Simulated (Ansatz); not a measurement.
The cluster B8H14, 22 atoms. Hardware: 4 threads of Arm Neoverse V1 on a shared host.

Correlated methods freeze 8 core orbitals.

**Question.** How many basis functions does each of these Ansatz runs have, and roughly what does it cost? PBE0-D4/def2-TZVP, charge 0 singlet, energy, from earlier orbitals; r2SCAN-D4/def2-SVP, charge 0 singlet, relaxation, 8 steps; CAM-B3LYP-D4/def2-TZVP, charge 0 singlet, energy, from earlier orbitals; HF/STO-3G, charge 0 singlet, energy; PBE0-D4/def2-SVP, charge 0 singlet, energy, from earlier orbitals; PBE-D4/def2-TZVP, charge 0 singlet, energy and forces, from earlier orbitals; CCSD(T)/def2-SVP, charge 0 singlet, energy, from earlier orbitals; r2SCAN-D4/def2-TZVP, charge 0 singlet, energy, from earlier orbitals; PBE-D4/def2-SVP, charge 0 singlet, energy, from earlier orbitals; BHLYP-D4/def2-TZVP, charge 0 singlet, energy, from earlier orbitals; MP2/def2-TZVP, charge 0 singlet, energy, from earlier orbitals; BLYP-D4/def2-TZVP, charge 0 singlet, energy, from earlier orbitals.

**Answer.** Other jobs shared the machine, so times can vary by a factor of up to 3. A dash marks memory too small to be measured apart from the calling script's.

| run | functions | fitting or Cholesky vectors | wall time | peak host memory (GiB) |
| --- | --- | --- | --- | --- |
| HF/STO-3G, charge 0 singlet, energy | 54 | 751 | 0.3 s | – |
| PBE-D4/def2-SVP, charge 0 singlet, energy, from earlier orbitals | 182 | 2044 | 2.6 s | – |
| PBE0-D4/def2-SVP, charge 0 singlet, energy, from earlier orbitals | 182 | 2044 | 3.6 s | 0.55 |
| BLYP-D4/def2-TZVP, charge 0 singlet, energy, from earlier orbitals | 332 | 1968 | 6 s | 0.59 |
| PBE-D4/def2-TZVP, charge 0 singlet, energy and forces, from earlier orbitals | 332 | 1968 | 7 s | 0.6 |
| BHLYP-D4/def2-TZVP, charge 0 singlet, energy, from earlier orbitals | 332 | 2288 | 8.5 s | 1.1 |
| CAM-B3LYP-D4/def2-TZVP, charge 0 singlet, energy, from earlier orbitals | 332 | 1968 | 9.5 s | 1.3 |
| PBE0-D4/def2-TZVP, charge 0 singlet, energy, from earlier orbitals | 332 | 1968 | 10 s | 1.2 |
| MP2/def2-TZVP, charge 0 singlet, energy, from earlier orbitals | 332 | 2222 | 10 s | 1.4 |
| r2SCAN-D4/def2-TZVP, charge 0 singlet, energy, from earlier orbitals | 332 | 1968 | 11 s | 0.64 |
| r2SCAN-D4/def2-SVP, charge 0 singlet, relaxation, 8 steps | 182 | 2044 | 30 s | – |
| CCSD(T)/def2-SVP, charge 0 singlet, energy, from earlier orbitals | 182 | 1868 | 79 s | 2.5 |
